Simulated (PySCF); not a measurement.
Cd(Br)(OH) (BrCdHO), SMILES [OH][Cd][Br].

Geometry optimised at B3LYP-D3(BJ)/def2-TZVP. The def2 effective core potentials stand for the cores of Cd; spin–orbit coupling is left out. One conformer was computed; it need not be the lowest.

Calculation: PBE0/def2-TZVPD (PySCF).

Gas-phase values at a fixed geometry.

Estimate the frontier levels, gap, dipole moment and polarisability. (The exact figures need the calculation; the answer reports its results.)


| Quantity | Value |
|---|---|
| highest occupied level | -8.22 eV |
| lowest empty level | -2.07 eV |
| orbital gap | 6.16 eV |
| dipole moment | 1.51 D |
| quadrupole, principal values (traceless, Buckingham form, about the centre of nuclear charge) | -12.42, 3.50, 8.92 D·Å |
| mean static polarisability | 57.4 bohr³ (8.51 Å³) |
| polarisability, principal values | 44.9, 45.0, 82.5 bohr³ |
